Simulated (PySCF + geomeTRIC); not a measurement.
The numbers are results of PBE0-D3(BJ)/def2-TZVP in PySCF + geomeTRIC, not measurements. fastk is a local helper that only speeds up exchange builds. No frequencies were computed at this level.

```python
import json, numpy as np
from pyscf import gto, dft
from fastk import lowrank_exchange
atoms = """
S      1.716111     0.480476     1.342847
In    -0.068558    -1.314245     0.893417
S     -1.617481    -0.515276    -0.997336
H      1.765640     0.719344     0.036272
H     -1.594250     0.703737    -0.466487
"""
def scf(charge, spin, dm0=None):
    mol = gto.M(atom=atoms, basis='def2-tzvp', ecp={'In': 'def2-tzvp'}, charge=charge, spin=spin, verbose=3, max_memory=3780)
    mf = dft.KS(mol, xc='pbe0').density_fit(auxbasis="def2-universal-jkfit")
    mf.disp = 'd3bj'
    mf.grids.level = 3
    mf.conv_tol = 1e-8
    mf.max_cycle = 60
    mf.kernel(dm0)
    if not mf.converged:
        mf = mf.newton().run(mf.mo_coeff, mf.mo_occ).undo_soscf()
    return mf
mf = scf(0, 1)
lowrank_exchange(mf)  # same exchange matrices as the stock routine, built faster for response steps
mo, _, stable, _ = mf.stability(return_status=True)
if not stable:
    mf.kernel(mf.make_rdm1(mo, mf.mo_occ))
del mf.get_jk
from pyscf.geomopt.geometric_solver import kernel as optimize
path = []
done, mol = optimize(mf, maxsteps=80, assert_convergence=False, callback=lambda env: path.append((env["energy"], bool(env["g_scanner"].converged))))
res = dict(converged=bool(done and path[-1][1]), energy=path[-1][0], path=[e for e, c in path], xyz=mol.atom_coords(unit="Angstrom").tolist(), nao=mol.nao)
json.dump(res, open("result.json", "w"))
```

Output:

```
converged SCF energy = -987.515776504359  <S^2> = 0.75776717  2S+1 = 2.0077521
<class 'pyscf.df.df_jk.DFUKS'> wavefunction is stable in the internal stability analysis
Geometry optimization cycle 1
converged SCF energy = -987.51577650439  <S^2> = 0.75776637  2S+1 = 2.0077514
cycle 1: E = -987.515776504  dE = -987.516  norm(grad) = 0.0360194
Geometry optimization cycle 2
converged SCF energy = -987.520550849205  <S^2> = 0.75555061  2S+1 = 2.0055429
cycle 2: E = -987.520550849  dE = -0.00477434  norm(grad) = 0.0107857
Geometry optimization cycle 3
converged SCF energy = -987.521535095323  <S^2> = 0.75438593  2S+1 = 2.0043811
cycle 3: E = -987.521535095  dE = -0.000984246  norm(grad) = 0.00521849
Geometry optimization cycle 4
converged SCF energy = -987.521939684509  <S^2> = 0.75431866  2S+1 = 2.004314
cycle 4: E = -987.521939685  dE = -0.000404589  norm(grad) = 0.00239719
Geometry optimization cycle 5
converged SCF energy = -987.522277491563  <S^2> = 0.75410909  2S+1 = 2.0041049
cycle 5: E = -987.522277492  dE = -0.000337807  norm(grad) = 0.00038364
Geometry optimization cycle 6
converged SCF energy = -987.522330728  <S^2> = 0.75399865  2S+1 = 2.0039947
cycle 6: E = -987.522330728  dE = -5.32364e-05  norm(grad) = 0.000271643
Geometry optimization cycle 7
converged SCF energy = -987.522339050743  <S^2> = 0.75396009  2S+1 = 2.0039562
cycle 7: E = -987.522339051  dE = -8.32274e-06  norm(grad) = 0.00042269
Geometry optimization cycle 8
converged SCF energy = -987.522345112891  <S^2> = 0.75394347  2S+1 = 2.0039396
cycle 8: E = -987.522345113  dE = -6.06215e-06  norm(grad) = 0.000460809
Geometry optimization cycle 9
converged SCF energy = -987.522351464886  <S^2> = 0.75394753  2S+1 = 2.0039436
cycle 9: E = -987.522351465  dE = -6.352e-06  norm(grad) = 0.000309899
Geometry optimization cycle 10
converged SCF energy = -987.522353563352  <S^2> = 0.75395324  2S+1 = 2.0039493
cycle 10: E = -987.522353563  dE = -2.09847e-06  norm(grad) = 0.000116149
Geometry optimization cycle 11
converged SCF energy = -987.522353672528  <S^2> = 0.75395227  2S+1 = 2.0039484
cycle 11: E = -987.522353673  dE = -1.09176e-07  norm(grad) = 7.47979e-05
Geometry optimization cycle 12
converged SCF energy = -987.522353305925  <S^2> = 0.7539493  2S+1 = 2.0039454
cycle 12: E = -987.522353306  dE = 3.66603e-07  norm(grad) = 0.000145139
Geometry optimization cycle 13
converged SCF energy = -987.522353282227  <S^2> = 0.75394705  2S+1 = 2.0039432
cycle 13: E = -987.522353282  dE = 2.36985e-08  norm(grad) = 0.000175568
<class 'geometric.internal.Distance'> : 4
<class 'geometric.internal.Angle'> : 3
<class 'geometric.internal.Dihedral'> : 2
<class 'geometric.internal.TranslationX'> : 1
<class 'geometric.internal.TranslationY'> : 1
<class 'geometric.internal.TranslationZ'> : 1
<class 'geometric.internal.RotationA'> : 1
<class 'geometric.internal.RotationB'> : 1
<class 'geometric.internal.RotationC'> : 1
Step    0 : Gradient = 1.611e-02/2.125e-02 (rms/max) Energy = -987.5157765044
Step    1 : Displace = 9.155e-02/1.219e-01 (rms/max) Trust = 1.000e-01 (=) Grad = 4.824e-03/7.333e-03 (rms/max) E (change) = -987.5205508492 (-4.774e-03) Quality = 1.242
Step    2 : Displace = 1.170e-01/1.645e-01 (rms/max) Trust = 1.414e-01 (+) Grad = 2.334e-03/2.988e-03 (rms/max) E (change) = -987.5215350953 (-9.842e-04) Quality = 1.000
Step    3 : Displace = 6.379e-02/8.106e-02 (rms/max) Trust = 2.000e-01 (+) Grad = 1.072e-03/1.137e-03 (rms/max) E (change) = -987.5219396845 (-4.046e-04) Quality = 1.603
Step    4 : Displace = 1.191e-01/1.518e-01 (rms/max) Trust = 2.828e-01 (+) Grad = 1.716e-04/2.192e-04 (rms/max) E (change) = -987.5222774916 (-3.378e-04) Quality = 1.274
Step    5 : Displace = 6.688e-02/8.640e-02 (rms/max) Trust = 3.000e-01 (+) Grad = 1.215e-04/1.479e-04 (rms/max) E (change) = -987.5223307280 (-5.324e-05) Quality = 1.162
Step    6 : Displace = 3.585e-02/4.634e-02 (rms/max) Trust = 3.000e-01 (=) Grad = 1.890e-04/2.432e-04 (rms/max) E (change) = -987.5223390507 (-8.323e-06) Quality = 0.897
Step    7 : Displace = 3.320e-02/4.338e-02 (rms/max) Trust = 3.000e-01 (=) Grad = 2.061e-04/2.878e-04 (rms/max) E (change) = -987.5223451129 (-6.062e-06) Quality = 0.832
Step    8 : Displace = 3.645e-02/4.808e-02 (rms/max) Trust = 3.000e-01 (=) Grad = 1.386e-04/2.073e-04 (rms/max) E (change) = -987.5223514649 (-6.352e-06) Quality = 0.721
Step    9 : Displace = 9.799e-03/1.346e-02 (rms/max) Trust = 3.000e-01 (=) Grad = 5.194e-05/7.105e-05 (rms/max) E (change) = -987.5223535634 (-2.098e-06) Quality = 0.749
Step   10 : Displace = 2.236e-03/3.067e-03 (rms/max) Trust = 3.000e-01 (=) Grad = 3.345e-05/4.788e-05 (rms/max) E (change) = -987.5223536725 (-1.092e-07) Quality = 0.328
Step   11 : Displace = 2.347e-03/2.829e-03 (rms/max) Trust = 3.000e-01 (=) Grad = 6.491e-05/9.008e-05 (rms/max) E (change) = -987.5223533059 (+3.666e-07) Quality = -0.613
Step   12 : Displace = 1.091e-03/1.555e-03 (rms/max) Trust = 1.173e-03 (-) Grad = 7.852e-05/1.032e-04 (rms/max) E (change) = -987.5223532822 (+2.370e-08) Quality = -0.036
Converged! =D
```

Cost: very roughly 5 core-minutes.
